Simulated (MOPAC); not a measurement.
Job for MOPAC: AM1 on CH5FS (a complex), monomers drawn apart or pushed together.

```
AM1 1SCF PRECISE CHARGE=0 THREADS=1
CH5FS

F      0.31125763 1     0.51762906 1    -0.58608291 1
H      0.47660562 1     0.05954985 1     0.22383835 1
C      0.21546711 1     1.21237106 1     2.59810711 1
S      0.61283932 1    -0.49515423 1     2.09025473 1
H     -0.15170030 1     1.23329332 1     3.62102429 1
H      1.14989908 1     1.76698882 1     2.54102306 1
H     -0.50412398 1     1.65921569 1     1.91711901 1
H     -0.63421305 1    -0.99054545 1     2.15742297 1
```

The log:

```
*******************************************************************************
 **                                                                           **
 **                              MOPAC v23.2.5                                **
 **                                                                           **
 *******************************************************************************
 ** MOPAC's Digital Object Identifier: https://doi.org/10.5281/zenodo.6511958 **
 **                                                                           **
 ** Please cite the open-source release paper for use of this MOPAC version:  **
 ** J. E. Moussa and J. J. P. Stewart (2026)                                  **
 ** MOPAC: An open-source semiempirical molecular orbital program             **
 ** J. Open Source Softw., 11(119), 8025, https://doi.org/10.21105/joss.08025 **
 *******************************************************************************

                              AM1 CALCULATION RESULTS

 *******************************************************************************
 *  AM1        - The AM1 Hamiltonian to be used
 *
 *
 *
 *                 CHARGE ON SYSTEM = 0
 *
 *
 *
 *  PRECISE    - TIGHTER CRITERIA TO BE USED
 *  1SCF       - DO 1 SCF AND THEN STOP
 *  THREADS=1  - MULTI-THREADING NOT USED
 *  T=         - A TIME OF 172800.0 SECONDS REQUESTED
 *  DUMP=N     - RESTART FILE WRITTEN EVERY 7200.0 SECONDS REQUESTED
 *******************************************************************************
AM1 1SCF PRECISE CHARGE=0 THREADS=1
 CH5FS

   ATOM   CHEMICAL          X               Y               Z
  NUMBER   SYMBOL      (ANGSTROMS)     (ANGSTROMS)     (ANGSTROMS)

     1       F          0.31125763  *   0.51762906  *  -0.58608291  *
     2       H          0.47660562  *   0.05954985  *   0.22383835  *
     3       C          0.21546711  *   1.21237106  *   2.59810711  *
     4       S          0.61283932  *  -0.49515423  *   2.09025473  *
     5       H         -0.15170030  *   1.23329332  *   3.62102429  *
     6       H          1.14989908  *   1.76698882  *   2.54102306  *
     7       H         -0.50412398  *   1.65921569  *   1.91711901  *
     8       H         -0.63421305  *  -0.99054545  *   2.15742297  *



          CARTESIAN COORDINATES

    NO.       ATOM           X           Y           Z

     1         F          0.3113      0.5176     -0.5861
     2         H          0.4766      0.0595      0.2238
     3         C          0.2155      1.2124      2.5981
     4         S          0.6128     -0.4952      2.0903
     5         H         -0.1517      1.2333      3.6210
     6         H          1.1499      1.7670      2.5410
     7         H         -0.5041      1.6592      1.9171
     8         H         -0.6342     -0.9905      2.1574

  H: (AM1): M.J.S. DEWAR ET AL, J. AM. CHEM. SOC. 107 3902-3909 (1985)
  C: (AM1): M.J.S. DEWAR ET AL, J. AM. CHEM. SOC. 107 3902-3909 (1985)
  F: (AM1): M.J.S. DEWAR AND E. G. ZOEBISCH, THEOCHEM, 180, 1 (1988).
  S: (AM1): M.J.S. DEWAR, Y-C YUAN, INORGANIC CHEMISTRY, 29, 3881:3890,  (1990)

           Empirical Formula: C H5 F S  =     8 atoms



      MOLECULAR POINT GROUP   :   C1


      RHF CALCULATION, NO. OF DOUBLY OCCUPIED LEVELS = 11


 -------------------------------------------------------------------------------
 AM1 1SCF PRECISE CHARGE=0 THREADS=1
 CH5FS



     1SCF WAS SPECIFIED, SO BFGS WAS NOT USED
     SCF FIELD WAS ACHIEVED


                              AM1 CALCULATION
                                                       MOPAC v23.2.5 Linux




          FINAL HEAT OF FORMATION =        -65.58975 KCAL/MOL =    -274.42753 KJ/MOL


          COSMO AREA              =        103.58 SQUARE ANGSTROMS
          COSMO VOLUME            =         86.52 CUBIC ANGSTROMS

          IONIZATION POTENTIAL    =          9.617526 EV
          HOMO LUMO ENERGIES (EV) =         -9.618  0.239
          NO. OF FILLED LEVELS    =         11
          MOLECULAR WEIGHT        =         68.1089         POINT GROUP:  C1

          MOLECULAR DIMENSIONS (Angstroms)

            Atom       Atom       Distance
            H     5    F     1     4.29258
            H     8    H     6     3.24351
            H     7    S     4     2.12933


          SCF CALCULATIONS        =          1





   ATOM   CHEMICAL          X               Y               Z
  NUMBER   SYMBOL      (ANGSTROMS)     (ANGSTROMS)     (ANGSTROMS)

     1       F          0.31125763  *   0.51762906  *  -0.58608291  *
     2       H          0.47660562  *   0.05954985  *   0.22383835  *
     3       C          0.21546711  *   1.21237106  *   2.59810711  *
     4       S          0.61283932  *  -0.49515423  *   2.09025473  *
     5       H         -0.15170030  *   1.23329332  *   3.62102429  *
     6       H          1.14989908  *   1.76698882  *   2.54102306  *
     7       H         -0.50412398  *   1.65921569  *   1.91711901  *
     8       H         -0.63421305  *  -0.99054545  *   2.15742297  *

                             CARTESIAN COORDINATES

   1    F        0.311257630     0.517629060    -0.586082910
   2    H        0.476605620     0.059549850     0.223838350
   3    C        0.215467110     1.212371060     2.598107110
   4    S        0.612839320    -0.495154230     2.090254730
   5    H       -0.151700300     1.233293320     3.621024290
   6    H        1.149899080     1.766988820     2.541023060
   7    H       -0.504123980     1.659215690     1.917119010
   8    H       -0.634213050    -0.990545450     2.157422970


           Empirical Formula: C H5 F S  =     8 atoms



      MOLECULAR POINT GROUP   :   C1


                  EIGENVALUES
 -47.05697 -30.43470 -19.12567 -16.88470 -15.73532 -14.88648 -13.92727 -13.26663
 -13.25074 -12.21463  -9.61753   0.23933   1.04276   3.62974   3.67019   4.24716
   6.15276


              NET ATOMIC CHARGES AND DIPOLE CONTRIBUTIONS

  ATOM NO.   TYPE          CHARGE      No. of ELECS.   s-Pop       p-Pop
    1          F          -0.323049        7.3230     1.90711     5.41594
    2          H           0.292555        0.7074     0.70745
    3          C          -0.287759        4.2878     1.23384     3.05392
    4          S          -0.065408        6.0654     1.88151     4.18390
    5          H           0.103523        0.8965     0.89648
    6          H           0.120057        0.8799     0.87994
    7          H           0.107278        0.8927     0.89272
    8          H           0.052804        0.9472     0.94720
 DIPOLE           X         Y         Z       TOTAL
 POINT-CHG.    -0.137    -0.004     1.777     1.782
 HYBRID        -1.086     0.275     0.733     1.339
 SUM           -1.222     0.271     2.510     2.805


          ATOMIC ORBITAL ELECTRON POPULATIONS

     Atom    s        px        py        pz
    1  F   1.90711   1.98138   1.86137   1.57318
    2  H   0.70745
    3  C   1.23384   1.06955   0.93576   1.04861
    4  S   1.88151   1.16426   1.13527   1.88436
    5  H   0.89648
    6  H   0.87994
    7  H   0.89272
    8  H   0.94720

 **********************
 *                    *
 * JOB ENDED NORMALLY *
 *                    *
 **********************




 == MOPAC DONE ==
```

The run finished.

Cost: roughly 0.06 core-seconds.
